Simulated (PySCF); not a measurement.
C₂H₅AlBr₂, SMILES C[CH2][Al]([Br])[Br], singlet at its PBE0/def2-SVP optimised geometry (Å):

```
10

Al    -0.2525    -0.9136     0.0000
Br     2.0036    -0.9136     0.0000
Br    -1.2804    -2.9214    -0.0084
C     -1.2862     0.7376     0.0000
C     -0.5054     2.0486     0.0702
H     -2.0036     0.6555     0.8376
H     -1.9194     0.7015    -0.9065
H      0.1934     2.1571    -0.7738
H      0.0958     2.1202     0.9898
H     -1.1779     2.9214     0.0516
```

Level of theory: PySCF with PBE0/def2-TZVP.

Map of the LUMO amplitude (bohr^(-3/2)) on the plane z = 1.2 Å; orbital energy -1.14 eV, overall sign arbitrary:

```
|:::::::::::::::::::::::::::::::|
|:::::::::::::::::::::::::::::::|
|:::::::::::::::::::::::::::::::|
|:::::::::::::::::::::::::::::::|
|:::::::::::::::::::::::::::::::|
|:::::::::::::::::::::::::::::::|
|:::::::::::::::::::::::::::::::|
|:::::::::::::::::::::::::::::::|
|::::::::::::::::----:::::::::::|
|:::::::::::::::------::::::::::|
|::::::::....:::------::::::::::|
|:::::::.....::-------::::::::::|
|:::::::.  ..:--==----::::::::::|
|:::::::.  .:-=====--:::::::::::|
|:::::::...:-=++++==-:::::::::::|
|::::::::::-=+*##*+=-:....::::::|
|:::::::::-=+*%%%#*+-:.  ..:::::|
|:::::::---=*#@@@%#+-.    .:::::|
|:::::::--=+*#@@@%#+-.    ..::::|
|:::::::--==*#%@@%*+-:   ..:::::|
|::::::::--=+*####*=-:.....:::::|
|::::::::::-=++**++=-::...::::::|
|::::::::::::-=====--:::::::::::|
|::::::::.....:------:::::::::::|
|:::::::..    .:-----:::::::::::|
|:::::::..    .:::--::::::::::::|
|:::::::...   .:::::::::::::::::|
|::::::::......:::::::::::::::::|
|:::::::::....::::::::::::::::::|
|:::::::::::::::::::::::::::::::|
|:::::::::::::::::::::::::::::::|
```
Scale: ten equal steps from -0.044 (start of ' ') to 0.118 (end of '@'), in the order ' .:-=+*#%@'; x runs from -5.00 to 5.00, y from -5.00 (bottom) to 5.00 (top).
